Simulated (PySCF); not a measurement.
# Computed vibrations of [Gd(OH)4]−

[Gd(OH)4]− (singlet in the valence; each metal's 4f electrons, 7 of them, lie in its core potential, out of spins and levels). PySCF 2.14.0, RKS BP86, Gd lcecp-1-SVP with ECP53, O def2-SVP, H def2-SVP; non-relativistic Hamiltonian with scalar-relativistic core potentials where named; density fitting; no spin-orbit coupling. Central differences of gradients.

```xyz
9

Gd    0.0083    0.0007   -0.0003
O     1.2506    1.2475    1.2292
H     1.8792    1.6748    1.8257
O    -1.2702   -1.2363    1.2283
H    -2.1733   -1.4092    1.5343
O     1.2257   -1.2716   -1.2404
H     1.4963   -2.0662   -1.7206
O    -1.2626    1.2400   -1.2114
H    -1.6017    2.0170   -1.6764
```

Run from Python with OMP_NUM_THREADS=2. Where DIIS fails, smearing, a level shift and second-order steps follow.
It took 3.1 min on 2 threads of AMD EPYC 9R45 96-Core Processor (Zen 5), with other jobs on the host.

Problem. What are the harmonic wavenumbers and infrared intensities?

Solution. Negative numbers are unstable modes, those under 60 cm⁻¹ near the noise; a finer grid moves soft modes by up to 10 cm⁻¹.
```json
{"cm⁻¹": "-74", "km/mol": "–", "symmetry": ""}
{"cm⁻¹": "-57", "km/mol": "–", "symmetry": ""}
{"cm⁻¹": "5", "km/mol": "72.3", "symmetry": ""}
{"cm⁻¹": "67", "km/mol": "37.1", "symmetry": ""}
{"cm⁻¹": "84", "km/mol": "53.7", "symmetry": ""}
{"cm⁻¹": "100", "km/mol": "16.3", "symmetry": ""}
{"cm⁻¹": "114", "km/mol": "8.8", "symmetry": ""}
{"cm⁻¹": "132", "km/mol": "24.9", "symmetry": ""}
{"cm⁻¹": "137", "km/mol": "40.1", "symmetry": ""}
{"cm⁻¹": "149", "km/mol": "47.7", "symmetry": ""}
{"cm⁻¹": "188", "km/mol": "195.6", "symmetry": ""}
{"cm⁻¹": "199", "km/mol": "205.2", "symmetry": ""}
{"cm⁻¹": "212", "km/mol": "115.5", "symmetry": ""}
{"cm⁻¹": "489", "km/mol": "124.3", "symmetry": ""}
{"cm⁻¹": "494", "km/mol": "157.4", "symmetry": ""}
{"cm⁻¹": "495", "km/mol": "147.2", "symmetry": ""}
{"cm⁻¹": "529", "km/mol": "2.1", "symmetry": ""}
{"cm⁻¹": "3803", "km/mol": "6.9", "symmetry": ""}
{"cm⁻¹": "3829", "km/mol": "7.4", "symmetry": ""}
{"cm⁻¹": "3831", "km/mol": "7.5", "symmetry": ""}
{"cm⁻¹": "3839", "km/mol": "7.3", "symmetry": ""}
```

Problem. Is this a minimum?

Solution. No: 2 unstable; the lowest moves the atoms so:
```
Gd   0.00  0.02  0.01
O    0.04 -0.02  0.01
H    0.07  0.00 -0.04
O    0.02 -0.05 -0.06
H    0.03 -0.29 -0.17
O    0.00 -0.01 -0.01
H   -0.67 -0.42  0.27
O    0.00 -0.03 -0.02
H   -0.14 -0.26 -0.29
```

An lcecp potential fixes the number of 4f electrons, so in runs with it no electron can move into or out of that shell.
